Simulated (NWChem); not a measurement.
Species: CdH2; SMILES [CdH2]

Computed with NWChem. Medium grid unless said otherwise, to which SCAN and Minnesota functionals are sensitive. Geometry: optimised at PBE0/def2-SVP. def2 effective core potentials on Cd; no spin-orbit coupling. Hybrids' shares of exact exchange are those that their runs print; pure functionals count as 0. The functionals differ in more than this share.

```
row             share of exact exchange  highest occupied level (eV)
--------------  -----------------------  ---------------------------
PBE/def2-SVP                       0.00                        -6.65
RPBE/def2-SVP                      0.00                        -6.62
B3LYP/def2-SVP                     0.20                        -7.61
B97-2/def2-SVP                     0.21                        -7.53
MN15/def2-SVP                      0.44                     withheld
```

Question: Fit a straight line of the last column on the one before it, predict the withheld value, and compare with the run.

Answer: 
1. Means of the 4 shown rows: x = 0.103, y = -7.103. Slope Σ(x − x̄)(y − ȳ)/Σ(x − x̄)² = -0.1913/0.04208 = -4.546; intercept -6.637.
2. The shown rows scatter about the line by 0.046 (root mean square); the largest residual is -0.06, at B3LYP/def2-SVP.
3. At x = 0.44 (MN15/def2-SVP; beyond the shown range) the line gives -8.64.
4. The run gives -8.41, +0.23 from the line, 5.0 times the scatter.
